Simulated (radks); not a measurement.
Species: the xenon ion Xe45+. Configuration: [He] 2s2 2p5. Calculated with a radial shooting solver on a logarithmic mesh with Libxc functionals: Dirac Kohn-Sham, RPBE, spin-unpolarised, spherical densities, finite nucleus; open shells fill j = l - 1/2 first; Fermi nuclear charge, rms radius 4.7859 fm.

Spin-orbit splittings of the eigenvalues, e(l+1/2) - e(l-1/2), with zeta = 2 splitting/(2l+1) and mean radii in bohr:

shell  occ.  splitting (eV)  zeta (eV)  <r> j=l-1/2  <r> j=l+1/2
2p        5           345.2      230.1      0.09336      0.09876
3p        0           93.40      62.27       0.2488       0.2566
